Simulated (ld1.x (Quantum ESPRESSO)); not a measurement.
Which setting gave this result? (Cd (Z = 48), TM)

Base potential:

```json
{
  "Element": "Cd (Z = 48)",
  "Generator": "ld1.x (Quantum ESPRESSO) 7.5",
  "Type": "norm-conserving Troullier–Martins (Kleinman–Bylander form)",
  "Functional": "PBE",
  "Relativity": "scalar-relativistic",
  "Frozen core": "[Ar] 3d10",
  "Valence charge": "20",
  "Reference configuration": "4s2 4p6 4d10 5s1.75 5p0.25",
  "Partial waves": "4s (bound): rc 1.40 bohr; 4p (bound): rc 1.20 bohr; 4d (bound): rc 1.10 bohr",
  "Local potential": "the d channel",
  "Core correction": "none"
}
```

Occupied shells without a wave of their own: 5p, 5s. They enter only through the test configuration that unscreens the potential.

Cutoffs, loose and tight: the cutoffs (Ry, on a coarse ladder) from which the occupation-weighted sum of valence levels, in a spherical-Bessel basis at the reference potential, stays within 10 and 1 mRy of its value at 400 Ry. They do not see the model core or the augmentation charge, which bear on the density cutoff. Test errors are all-electron minus pseudo excitation energies from the reference, over the configurations 4s2 4p6 4d10 5s2 5p0; 4s2 4p6 4d10 5s1 5p0; 4s2 4p6 4d10 5s0 5p0; 4s1 4p6 4d10 5s2 5p0; 4s2 4p6 4d10 5s1.5 5p0; 4s2 4p6 4d8 5s0 5p0; 4s2 4p6 4d10 5s1 5p1; variants that change the core or the reference have their own tests.

Only the s radius is moved (3 further runs of the sweep failed or gave no value and are left out):

| s radius (bohr) | cutoff, loose | cutoff, tight | bound ghosts | largest test error (meV) | median size of the test errors |
| --- | --- | --- | --- | --- | --- |
| 0.94 | 160 Ry | 300 Ry | none | -256 | 27.8 meV |
| 1.12 | 140 Ry | 230 Ry | none | -852 | 107.4 meV |
| 1.24 | 120 Ry | 180 Ry | none | -1817 | 250.0 meV |
| 1.6 | 100 Ry | 160 Ry | none | -9735 | 1466.5 meV |

Problem. One more run gave cutoff, loose: 100 Ry; cutoff, tight: 160 Ry; bound ghosts: none; largest test error (meV): -6622; median size of the test errors: 976.1 meV. Which value of the s radius was used?

Solution. 1.48 bohr. The median size of the test errors moves one way along this sweep, from 27.8 meV at 0.94 to 1466.5 meV at 1.6 bohr, which places the run between 1.24 and 1.6 bohr.
